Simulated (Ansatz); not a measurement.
Harmonic frequencies (cm⁻¹) at PBE0-D4/def2-TZVP from Ansatz: 42, 78, 86, 142, 256, 329, 431, 536, 550, 568, 674, 676, 783, 839, 860, 925, 946, 985, 1196, 1218, 1259, 1400, 1429, 1444, 1450, 1922, 3047, 3122, 3123, 3125, 3153, 3187, 3204.

Each molecule was computed in one conformer, which needn't be the lowest.

Which molecule is it?
A. `[CH3][GaH][B]1CC1`
B. `CNBB(O)S`
C. `C1=NC[SiH2]N1`
D. `ClC1(Br)C[SiH2]1`

A.
